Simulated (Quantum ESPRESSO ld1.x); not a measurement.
Results of a calculation; reference values are marked as such.
As I, 33 electrons, occupied as [Ar] 3d10 4s2 4p(up 2.625, down 0.375) (fractional occupations, a model configuration). Code: ld1.x of Quantum ESPRESSO 7.5. Model: non-relativistic Kohn-Sham, LDA (Slater exchange, VWN5 correlation), spin-polarised, spherical densities, point nucleus.

Unscreened Slater integrals over Kohn-Sham orbitals (cm^-1). They are taken over the spin-up orbitals.

integral    value
F0(4p,4p)   79170
F2(4p,4p)   40396
F0(4p,4s)   88072
G1(4p,4s)   56429
F0(4p,3d)  105010
F2(4p,3d)   19128
G1(4p,3d)  6621.5
G3(4p,3d)  5826.7
F0(4p,3p)  105580
F2(4p,3p)   17260
G0(4p,3p)  4056.9
G2(4p,3p)  4632.0
F0(4s,4s)  100900
F0(4s,3d)  129760
G2(4s,3d)   11161
F0(4s,3p)  130780
G1(4s,3p)  7864.6
F0(3d,3d)  299400
F2(3d,3d)  140690
F4(3d,3d)   87960
F0(3d,3p)  307270
F2(3d,3p)  146120
G1(3d,3p)  177990
G3(3d,3p)  109370
F0(3p,3p)  318320
F2(3p,3p)  159170

Derived for the open shells (J is the average intra-shell exchange parameter used in DFT+U). 4p: J = F2/5 = 8079 cm^-1.
